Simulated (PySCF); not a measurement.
Magnetic shielding above rings: a mixed set.

Definitions: NICS(0) = −σiso at the ring centroid; NICS(1) = −σiso and NICS(1)zz = −σzz at ±1 Å along the ring normal z. Level: GIAO PBE0/pcSseg-1 (PySCF, non-relativistic, gas phase) on the GFN2-xTB geometries, one conformer each. Atom numbers follow the mapped SMILES.

**Question.** Order these rings by mean NICS(1)zz, lowest (most negative) first (ppm).
A. ring C3–C4–C5–C6–C9 in `[N:1]#[C:2][C@H:3]1[CH2:4][CH2:5]/[C:6](=[CH:7]\[Cl:8])[CH2:9]1`
B. ring C2–C3–C4–N5–C6–P10 in `[CH3:1][c:2]1[cH:3][cH:4][n:5][c:6]([CH:7]2[CH2:8][CH2:9]2)[p:10]1`
C. ring C3–S4–C5–P6–C7 in `[CH3:1][O:2][c:3]1[s:4][cH:5][p:6][c:7]1[CH:8]1[CH2:9][CH2:10]1`
D. ring C2–C3–C4–C5 in `[CH2:1]=[C:2]1[CH:3]=[CH:4]/[C:5]1=[CH:6]\[Cl:7]`
E. ring C5–C6–C7–C8–C10–C11 in `[CH3:1]/[C:2]([F:3])=[P:4]\[c:5]1[cH:6][cH:7][c:8]([F:9])[cH:10][cH:11]1`
F. ring C4–C6–Si7 in `[CH3:1][C:2]#[C:3][C@:4]1([F:5])[CH2:6][SiH2:7]1`
G. ring C3–C4–N5–N6–C7–C8 in `[CH3:1][O:2][c:3]1[cH:4][n:5][n:6][cH:7][c:8]1[CH:9]=[O:10]`

**Answer.** E (-27.1), G (-25.0), B (-23.0), C (-20.9), F (-14.6), A (-2.5), D (3.3).

```
                SMILES                                                     ring  NICS(0)  NICS(1)  NICS(1)zz   HOMA  rms pucker (Å)  ring atoms with four or more neighbours
  C/C(F)=P\c1ccc(F)cc1         6-membered carbocycle; formal bonds all aromatic     -9.5    -10.8      -27.1   0.99            0.01                                        0
         COc1cnncc1C=O      6-membered ring with 2 N; formal bonds all aromatic     -6.3    -10.9      -25.0   0.95            0.00                                        0
      Cc1ccnc(C2CC2)p1  6-membered ring with N and P; formal bonds all aromatic     -5.9     -9.8      -23.0   0.86            0.00                                        0
        COc1scpc1C1CC1  5-membered ring with P and S; formal bonds all aromatic    -11.1    -10.2      -20.9   0.73            0.00                                        0
  CC#C[C@]1(F)C[SiH2]1         3-membered ring with Si; formal bonds all single    -23.4     -7.5      -14.6      –            0.00                                        3
N#C[C@H]1CC/C(=C\Cl)C1           5-membered carbocycle; formal bonds all single     -4.0     -3.7       -2.5      –            0.17                                        4
       C=C1C=C/C1=C\Cl   4-membered carbocycle; formal bonds 1 double, 3 single      4.7     -2.5        3.3  -0.73            0.00                                        0
```

NICS(0) gives another order. The isotropic NICS(1) gives another order. Over the 5 rings with a HOMA value its correlation coefficient with NICS(1)zz is -1.00. HOMA uses Krygowski's 1993 parameters; it is left out where a ring has a four-coordinate atom, a triple bond, no multiple bond or a kind of bond without parameters. NICS(1) and NICS(1)zz are means over the two faces.
